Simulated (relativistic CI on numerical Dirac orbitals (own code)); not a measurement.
Sc²⁺: calculation against measurement

Calculated at this level of theory: Dirac-Coulomb-Breit CI, KLI orbitals optimised for each configuration, model QED (radiative potential, 1s self-energy scaled to tabulated hydrogen-like ionisation energies), valence Slater integrals scaled by 0.85, configuration energies shifted to the measured levels that pair with them (semi-empirical) (own radial code, finite nucleus).

Configuration list (outside the closed core [Ne] 3s2): 3p⁶3d, 3p⁶4s, 3p⁶5s, 3p⁶5p, 3p⁶6s, 3p⁶6p, 3p⁶7s, 3p⁶7p, 3p⁶8s, 3p⁶4p, 3p⁶4d, 3p⁶4f, 3p⁶5d, 3p⁵3d², 3p⁶5f, 3p⁶5g. Levels of other configurations are missing.

| Configuration | Term (tabulated) | J | Measured (cm⁻¹) | Computed | Error | Purity (%) |
| --- | --- | --- | --- | --- | --- | --- |
| 3p⁶3d | 2D | 3/2 | 0.0 | 0 | 0 | 100 |
| 3p⁶3d | 2D | 5/2 | 197.6 | 163 | -35 | 100 |
| 3p⁶4s | 2S | 1/2 | 25539.3 | 25539 | 0 | 100 |
| 3p⁶5s | 2S | 1/2 | 114862.5 | 114862 | 0 | 100 |
| 3p⁶5p | 2P° | 1/2 | 128107.1 | 128114 | 7 | 100 |
| 3p⁶5p | 2P° | 3/2 | 128283.1 | 128276 | -7 | 100 |
| 3p⁶6s | 2S | 1/2 | 149194.0 | 149194 | 0 | 100 |
| 3p⁶6p | 2P° | 1/2 | 155489.8 | 155493 | 3 | 100 |
| 3p⁶6p | 2P° | 3/2 | 155575.2 | 155572 | -3 | 100 |
| 3p⁶7s | 2S | 1/2 | 166157.2 | 166157 | 0 | 100 |
| 3p⁶7p | 2P° | 1/2 | 169638.0 | 169640 | 2 | 100 |
| 3p⁶7p | 2P° | 3/2 | 169685.9 | 169684 | -2 | 100 |
| 3p⁶8s | 2S | 1/2 | 175795.7 | 175796 | 0 | 100 |

Measured levels from Sugar and Corliss, J. Phys. Chem. Ref. Data 9, 473 (1980); pairs were made by configuration, J and term (by order where the table uses no LS term), so strongly mixed levels may be paired wrongly. Some J values or terms of the table were assigned by a fit.

Mean error by configuration (cm⁻¹): 3p⁶3d -35; 3p⁶4s 0; 3p⁶5s 0; 3p⁶5p 0; 3p⁶6s 0; 3p⁶6p 0; 3p⁶7s 0; 3p⁶7p 0; 3p⁶8s 0. Over the excited levels the mean absolute error is 5 cm⁻¹ (12 of the 12 excited levels that our extract of the source holds in range could be paired), and the median relative error of those above 1,000 cm⁻¹ is 0.0011 %, both after the shifts were fitted to these levels, so that a configuration with one level shows no error.

Configurations whose levels could be paired with our table of measured levels were shifted onto them, all but the ground configuration, by the median error of their levels; single terms can still be off by 1,000 to 2,000 cm⁻¹ or more, and rates follow the energies as ν³ (E1, M1) or ν⁵ (E2). The others borrow a shift and can be off by several thousand cm⁻¹ or more. The fine structure of a lone outer electron comes out too small, for d and f at times inverted, and misplaced configurations move strength between like terms. 12 of the 12 excited levels that our extract of the measured tables holds in this range could be paired (the sources list more); they are missed by 5 cm⁻¹ on average and 35 at most, after the shifts were fitted to these levels, and levels without a partner can miss by more.

Shifts applied (cm⁻¹): 3p⁶3d 0; 3p⁶4s -2066; 3p⁶5s 257; 3p⁶5p 92; 3p⁶6s 592; 3p⁶6p 396; 3p⁶7s 476; 3p⁶7p 325; 3p⁶8s 279.
